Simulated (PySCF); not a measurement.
**Electron correlation in F(2+) (fluorine, charge +2)**

[He] 2s1 2p4, high-spin 4P determinant (an excited configuration). All numbers are calculated (PySCF 2.14, the spin-free X2C one-electron Hamiltonian (Gaussian nucleus), in aug-cc-pVQZ-DK (6s5p4d3f2g, 80 functions)). Frozen: 1s2; 5 electrons correlated.

```tsv
level	correlation energy (mhartree)
CCSD	-122.51
(T)	-1.69
CCSD(T)	-124.20
```

Diagnostics: T1 = 0.0033, D1 = 0.0066, largest double amplitude 0.045.

Cost of the coupled-cluster step: roughly 16 core-seconds, for 5 correlated electrons.
